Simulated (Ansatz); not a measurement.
Ideal-gas functions of C2H4BFO, SMILES `C=C(O)BF` at 298.15 K and 1 bar, from an Ansatz frequency run at PBE0-D4/def2-TZVP.

Molar mass 73.86 g/mol, point group Cs (symmetry number 1), electronic degeneracy 1, moments of inertia 51.374, 132.946, 184.32 u Å². Harmonic wavenumbers (cm⁻¹, unscaled): 114, 202, 397, 418, 484, 565, 747, 838, 890, 899, 991, 1108, 1200, 1331, 1421, 1465, 1678, 2630, 3149, 3259, 3823.

Use S(trans) = R[1.5 ln M + 2.5 ln T − 1.1517]; rotational temperatures θ = 24.2544 K / I; S(rot) = R[ln(√π/σ · √(T³/θAθBθC)) + 1.5]; for each mode x = 1.438777 ν̃/T, S = R[x/(eˣ − 1) − ln(1 − e⁻ˣ)] and H = RT x/(eˣ − 1); 1 cm⁻¹ = 0.0119627 kJ/mol; R = 8.31446 J/(mol·K).

**Question.** By hand: the entropy, in J/(mol·K).

**Answer.** Translation 162.5. Rotation: θ = 0.4721, 0.1824, 0.1316 K, giving 106.9. Vibration, mode by mode: 13.39, 8.85, 4.07, 3.76, 2.93, 2.15, 1.07, 0.75, 0.61, 0.59, 0.41, 0.25, 0.17, 0.10, 0.07, 0.06, 0.02, 0.00, 0.00, 0.00, 0.00, in all 39.2. Electronic 0.0. Sum 308.6 J/(mol·K).

**Question.** By hand: H − E and G − E in kJ/mol, counted from the electronic energy.

**Answer.** Zero-point energy ½ × 27609 × 0.0119627 = 165.1; thermal vibration 7.0; translation, rotation and pV give 4 RT = 9.9. H − E = 182.0 kJ/mol, and G − E = 182.0 − 298.15 × 308.6/1000 = 90.0 kJ/mol.

Vibration gives 13 % of the entropy, 13.4 J/(mol·K) of it from the mode under 150 cm⁻¹: soft modes count most, and the harmonic formula is weakest for them. The sum counts one conformer and one mirror image; others add a mixing term.
